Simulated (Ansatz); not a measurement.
Ansatz results at the PBE0-D4/def2-TZVP geometry: zero-point energy (PBE0-D4/def2-TZVP) 95.5 kJ/mol; LUMO energy (PBE/def2-TZVPP) -1.70 eV; HOMO energy (ωB97M-V/def2-TZVPP) -10.76 eV.

Each molecule was computed in one conformer, which needn't be the lowest.

**Question.** Which molecule gave them?
A. `[SiH3]OB(Cl)Br`
B. `CB(C)S`
C. `CNBCl`
D. `CC(C)BN`

**Answer.** A. The others give `CC(C)BN`: 351.9, -0.32, -10.24; `CNBCl`: 183.3, -0.72, -10.08; `CB(C)S`: 229.0, -1.31, -10.03.
